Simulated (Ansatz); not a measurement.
Match the barriers

Saddle point of AlSiN2H9, closed shell (AlN₂H₅ ([NH2][AlH][NH2]) + SiH₄ → AlSiN₂H₇ ([NH2][Al]([NH2])[SiH3]) + H₂; bonds formed: Al1–Si6, H2–H5; bonds broken: Al1–H2, H5–Si6), PBE0-D4/def2-TZVP structure:

```xyz
13
angstrom
Al 0.4422 0.3902 0.4990
H 1.3729 -1.0069 0.9187
N 1.1268 1.5286 -0.6690
N -0.4597 0.7965 1.9660
H 0.6168 -1.2492 0.1635
Si -0.8062 -1.3235 -1.1197
H 1.0442 1.4489 -1.6681
H 1.7968 2.2409 -0.4301
H -0.4660 0.2398 2.8037
H -1.2037 1.4741 1.9876
H -1.6947 -0.2490 -1.6627
H -0.0898 -1.9270 -2.2803
H -1.6795 -2.3633 -0.5088
```

Computed with Ansatz 0.2.0 (basis: def2-TZVPP, with def2-QZVPP for the basis limit); correlated methods freeze the cores. Extrapolation: Hartree–Fock as exp(−7.88 √X), correlation as X^−2.97. Four methods, as single points on the PBE0-D4 structures, gave these electronic barriers from the start structure: 149.1, 160.9, 193.9, 242.1 kJ/mol.

(1) The methods were, in alphabetical order, BHLYP-D4, BLYP-D4, HF, r2SCAN-D4. Which gave which? (Judge from chemistry; the calculation decides.)

No T1 diagnostic of these runs exceeds 0.013.

Answers

(1) Computed: r2SCAN-D4 149.1; BLYP-D4 160.9; BHLYP-D4 193.9; HF 242.1 kJ/mol. For comparison, CCSD(T) at an estimated basis limit (MP2 extrapolated from triple and quadruple zeta, plus CCSD(T) − MP2 in triple zeta) gives 180.5 kJ/mol.

Labels in which every atom is bracketed show which atoms are joined, not bond orders.

For scale, one of the runs: CCSD(T)/def2-TZVPP, 272 basis functions, launched by `ansatz run in.yaml --threads 4 --pin off --events-out ev --progress --plain --max-ram 9574MiB`. Hardware: 4 CPU threads of an AMD EPYC, shared host. Wall time 4.9 min; peak host memory 6.8 GiB.
